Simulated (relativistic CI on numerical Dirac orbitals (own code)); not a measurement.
Sensitivity of the levels of Eu24+ to α and to the nuclear radius

These numbers are calculated, not measured: Dirac-Coulomb-Breit CI, KLI orbitals optimised for each configuration, derivatives by finite differences, unscaled Slater integrals, QED left out (own radial code, finite nucleus).

CI space (outside the closed core [Ar] 3d10): 4s²4p⁶4d³, 4s²4p⁵4d⁴, 4s²4p⁶4d²4f, 4s²4p⁶4d4f², 4s4p⁶4d⁴, 4p⁶4d⁵, 4s²4p⁶4d²5s, 4s²4p⁶4d²5p. Levels of other configurations are missing.

With x = (α/α₀)² − 1 an excitation energy changes as ω = ω₀ + qx; K = 2q/ω₀ is the relative enhancement. Terms are leading LS components, so labels can repeat. The field-shift factor is F = δν/δ⟨r²⟩ for the transition from the lowest level.

Lowest level 4s²4p⁶4d³ ⁴F3/2.

```csv
Level,ω₀ (cm⁻¹),q (cm⁻¹),K,F (GHz/fm²)
4s²4p⁶4d³ ⁴F5/2,39642,52260,2.64,0.889
4s²4p⁶4d³ ⁴P3/2,58527,45290,1.55,0.617
4s²4p⁶4d³ ⁴F7/2,60461,61550,2.04,1.05
4s²4p⁶4d³ ²G9/2,68130,55340,1.62,1.04
4s²4p⁶4d³ ⁴P1/2,68387,50340,1.47,0.611
4s²4p⁶4d³ ⁴P5/2,104117,77120,1.48,1.04
4s²4p⁶4d³ ²G7/2,106228,98060,1.85,1.63
4s²4p⁶4d³ ⁴F9/2,113491,105700,1.86,1.95
4s²4p⁶4d³ ²D3/2,122750,104900,1.71,1.45
4s²4p⁶4d³ ²P1/2,129524,106100,1.64,1.64
4s²4p⁶4d³ ²H11/2,140213,106200,1.52,2.13
4s²4p⁶4d³ ²D5/2,144219,101600,1.41,1.15
4s²4p⁶4d³ ²F5/2,152420,97370,1.28,1.48
```

At this charge energies of transitions that change n are usually good to better than 1 %, and those within a shell (Δn = 0) to a few per cent. Terms inside the open d or f shell come out 10 to 20 % too wide with unscaled integrals.
